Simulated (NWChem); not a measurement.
System: C5H10O; SMILES C1CCCOC1

The following NWChem deck was run.

```
start job
memory heap 200 mb stack 900 mb global 1100 mb
geometry units angstroms
  C      0.998855     0.909763     0.403119
  C     -0.374270     1.446458    -0.020359
  C     -1.312387     0.274884    -0.345374
  O     -0.973534    -0.861258     0.405223
  C      0.245691    -1.435372    -0.002058
  C      1.304858    -0.379531    -0.349311
  H      0.995512     0.699075     1.485344
  H      1.782635     1.664064     0.233888
  H     -0.797478     2.068577     0.783751
  H     -0.281115     2.096917    -0.906440
  H     -1.281377     0.041081    -1.429868
  H     -2.357754     0.518121    -0.103915
  H      0.082454    -2.117642    -0.862126
  H      0.581579    -2.054134     0.845230
  H      2.308470    -0.762428    -0.106710
  H      1.307725    -0.174910    -1.433952
end
basis spherical
  * library 6-31g*
end
dft
  xc b3lyp
  iterations 150
end
driver
  maxiter 120
end
task dft optimize
task dft freq
```

NWChem printed, in part:

```
             Northwest Computational Chemistry Package (NWChem) 7.3.0
             --------------------------------------------------------

 C1  symmetry detected

                             Geometry "geometry" -> ""
                             -------------------------

 Output coordinates in angstroms (scale by  1.889725989 to convert to a.u.)

  No.       Tag          Charge          X              Y              Z
 ---- ---------------- ---------- -------------- -------------- --------------
    1 C                    6.0000     1.00443970     0.91559333     0.39349039
    2 C                    6.0000    -0.37346736     1.44543152    -0.02303218
    3 C                    6.0000    -1.31008029     0.26900262    -0.33456895
    4 O                    8.0000    -0.96208050    -0.86174596     0.41997704
    5 C                    6.0000     0.25603018    -1.43423083     0.00710688
    6 C                    6.0000     1.30919328    -0.37697051    -0.35381928
    7 H                    1.0000     1.00963266     0.71106285     1.47688869
    8 H                    1.0000     1.78450132     1.67144489     0.21429081
    9 H                    1.0000    -0.79286589     2.07075058     0.78059143
   10 H                    1.0000    -0.28886701     2.09113068    -0.91344201
   11 H                    1.0000    -1.28617011     0.02912802    -1.41791617
   12 H                    1.0000    -2.35445884     0.51023447    -0.08690085
   13 H                    1.0000     0.08879321    -2.12191175    -0.84786819
   14 H                    1.0000     0.60007433    -2.04706937     0.85542678
   15 H                    1.0000     2.31578462    -0.75523722    -0.11635229
   16 H                    1.0000     1.30352665    -0.17852220    -1.43959561

 Effective nuclear repulsion energy (a.u.)     261.1952846000

                                Z-matrix (autoz)
                                --------

 Units are Angstrom for bonds and degrees for angles

[...]

      ----------------------
      Optimization converged
      ----------------------

  Step       Energy      Delta E   Gmax     Grms     Xrms     Xmax
  ---- ---------------- -------- -------- -------- -------- --------
@    4    -271.75666586 -8.4D-07  0.00006  0.00002  0.00047  0.00148
                                     ok       ok       ok       ok

                                Z-matrix (autoz)
                                --------

 Units are Angstrom for bonds and degrees for angles

[...]

 Rotational Constants
 --------------------
 A=   0.155302 cm-1  (  0.223440 K)
 B=   0.147717 cm-1  (  0.212528 K)
 C=   0.089272 cm-1  (  0.128440 K)

 Temperature                      =   298.15K
 frequency scaling parameter      =   1.0000

 Zero-Point correction to Energy  =   92.261 kcal/mol  (  0.147027 au)
 Thermal correction to Energy     =   95.854 kcal/mol  (  0.152753 au)
 Thermal correction to Enthalpy   =   96.446 kcal/mol  (  0.153697 au)

 Total Entropy                    =   75.444 cal/mol-K
   - Translational                =   39.253 cal/mol-K (mol. weight =  86.0732)
   - Rotational                   =   26.157 cal/mol-K (symmetry #  =        1)
   - Vibrational                  =   10.034 cal/mol-K

 Cv (constant volume heat capacity) =   21.269 cal/mol-K
   - Translational                  =    2.979 cal/mol-K
   - Rotational                     =    2.979 cal/mol-K
   - Vibrational                    =   15.310 cal/mol-K

[normal modes left out]

 ----------------------------------------------------------------------------
 Normal Eigenvalue ||           Projected Infra Red Intensities
  Mode   [cm**-1]  || [atomic units] [(debye/angs)**2] [(KM/mol)] [arbitrary]
 ------ ---------- || -------------- ----------------- ---------- -----------
    1       -0.000 ||    0.000460           0.011         0.448       0.315
    2       -0.000 ||    0.000004           0.000         0.004       0.003
    3       -0.000 ||    0.000049           0.001         0.047       0.033
    4       -0.000 ||    0.000258           0.006         0.252       0.177
    5        0.000 ||    0.000120           0.003         0.117       0.082
    6        0.000 ||    0.000468           0.011         0.456       0.320
    7      103.027 ||    0.001249           0.029         1.218       0.855
    8      245.787 ||    0.000606           0.014         0.591       0.415
    9      292.645 ||    0.005847           0.135         5.700       4.005
   10      440.199 ||    0.002380           0.055         2.320       1.630
   11      509.640 ||    0.000054           0.001         0.052       0.037
   12      628.076 ||    0.006131           0.141         5.977       4.200
   13      788.071 ||    0.000941           0.022         0.918       0.645
   14      832.671 ||    0.002754           0.064         2.685       1.886
   15      867.296 ||    0.004608           0.106         4.492       3.156
   16      898.414 ||    0.003758           0.087         3.663       2.574
   17      912.049 ||    0.013968           0.322        13.617       9.567
   18      973.294 ||    0.004975           0.115         4.850       3.407
   19     1026.570 ||    0.006293           0.145         6.135       4.310
   20     1054.602 ||    0.009190           0.212         8.959       6.294
   21     1080.587 ||    0.009201           0.212         8.970       6.302
   22     1123.171 ||    0.091298           2.106        89.002      62.532
   23     1183.050 ||    0.009173           0.212         8.943       6.283
   24     1221.508 ||    0.000252           0.006         0.245       0.172
   25     1241.465 ||    0.026044           0.601        25.389      17.838
   26     1286.502 ||    0.008437           0.195         8.225       5.779
   27     1305.265 ||    0.001522           0.035         1.484       1.043
   28     1333.491 ||    0.001741           0.040         1.697       1.192
   29     1365.636 ||    0.000245           0.006         0.239       0.168
   30     1378.281 ||    0.001432           0.033         1.396       0.981
   31     1395.623 ||    0.000144           0.003         0.140       0.098
   32     1413.795 ||    0.010099           0.233         9.845       6.917
   33     1437.401 ||    0.011497           0.265        11.208       7.875
   34     1516.058 ||    0.000927           0.021         0.904       0.635
   35     1524.728 ||    0.001862           0.043         1.816       1.276
   36     1531.285 ||    0.002561           0.059         2.496       1.754
   37     1534.652 ||    0.000529           0.012         0.515       0.362
   38     1548.261 ||    0.002049           0.047         1.998       1.404
   39     2980.801 ||    0.037388           0.863        36.447      25.608
   40     2986.618 ||    0.108248           2.497       105.526      74.142
   41     3041.536 ||    0.035835           0.827        34.933      24.544
   42     3043.973 ||    0.033552           0.774        32.708      22.981
   43     3054.759 ||    0.021215           0.489        20.681      14.531
   44     3077.690 ||    0.011664           0.269        11.370       7.989
   45     3081.928 ||    0.029738           0.686        28.990      20.368
   46     3096.646 ||    0.033176           0.765        32.341      22.723
   47     3100.148 ||    0.085412           1.971        83.264      58.501
   48     3110.896 ||    0.061452           1.418        59.906      42.090
 ----------------------------------------------------------------------------
```

Level: B3LYP/6-31G* (spherical d). B3LYP is NWChem's, with the RPA form of VWN correlation.
